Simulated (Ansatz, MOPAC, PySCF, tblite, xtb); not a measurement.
System: CF2, singlet: map of symmetric stretch and bend. Scanned: C-F bond length and F-C-F angle.

GFN2-xTB, 300 K electronic temperature (tblite); RHF/cc-pVDZ (PySCF); CAM-B3LYP/cc-pVDZ (PySCF); wB97X-V/cc-pVDZ (PySCF); RKS-PBE/cc-pVDZ = Ansatz (a quantum-chemistry and plane-wave program) with restricted PBE/cc-pVDZ; MP2 on RHF/cc-pVDZ, 3 core orbitals frozen (PySCF); CCSD on RHF/cc-pVDZ, 3 core orbitals frozen (PySCF); CCSD(T) on RHF/cc-pVDZ, 3 core orbitals frozen (PySCF); AM1, restricted, heats of formation (MOPAC); PM7, restricted, heats of formation (MOPAC); GFN1-xTB (xtb); RKS-B3LYP/6-31G* = restricted B3LYP/6-31G*, spherical d (PySCF); RKS-B3LYP/LANL2DZ = restricted B3LYP/LANL2DZ in PySCF 2.14.0; RKS-M06-2X/6-31G* = restricted M06-2X/6-31G*, spherical d (PySCF); RKS-BP86/6-31G* = restricted BP86/6-31G*, spherical d (PySCF).

Energies in kcal/mol at chosen points (x: C-F bond length (Å); y: F-C-F angle (°)), relative to x = 1.36, y = 102.27:

| method | (1.43, 180) | (1.76, 85) | (1.17, 102.27) | (1.50, 145.45) | (1.30, 136.82) | (1.50, 119.55) | (1.56, 102.27) |
|---|---|---|---|---|---|---|---|
| GFN2-xTB | 94.1 | 95.8 | 28.0 | 61.8 | 23.4 | 34.1 | 41.7 |
| RHF | 159.1 | 120.9 | 18.0 | 90.9 | 40.1 | 46.4 | 52.1 |
| CAM-B3LYP | 125.4 | 101.8 | 27.8 | 73.9 | 39.0 | 36.7 | 41.4 |
| wB97X-V | 125.8 | 101.2 | 31.0 | 73.5 | 39.8 | 36.0 | 40.4 |
| RKS-PBE/cc-pVDZ | 107.6 | 82.1 | 37.3 | 61.3 | 39.4 | 28.0 | 30.9 |
| MP2 | 121.2 | 98.8 | 31.4 | 72.2 | 39.1 | 34.9 | 39.7 |
| CCSD | 126.6 | 98.3 | 31.1 | 73.8 | 39.1 | 35.5 | 39.9 |
| CCSD(T) | 114.0 | 92.1 | 33.2 | 69.3 | 38.8 | 33.0 | 37.0 |
| AM1 | 111.5 | 156.3 | 40.7 | 79.6 | 21.5 | 48.2 | 64.4 |
| PM7 | 68.9 | 111.6 | 27.6 | 58.9 | 16.3 | 39.3 | 51.2 |
| GFN1-xTB | 111.1 | 105.8 | 25.9 | 64.3 | 25.2 | 35.7 | 44.6 |
| RKS-B3LYP/6-31G* | 121.3 | 95.2 | 31.9 | 70.2 | 39.4 | 33.8 | 38.1 |
| RKS-B3LYP/LANL2DZ | 101.7 | 62.6 | 58.1 | 51.1 | 42.3 | 17.9 | 17.8 |
| RKS-M06-2X/6-31G* | 131.7 | 108.6 | 27.5 | 78.8 | 39.9 | 39.8 | 44.9 |
| RKS-BP86/6-31G* | 108.5 | 83.4 | 38.5 | 61.7 | 39.6 | 28.2 | 31.4 |
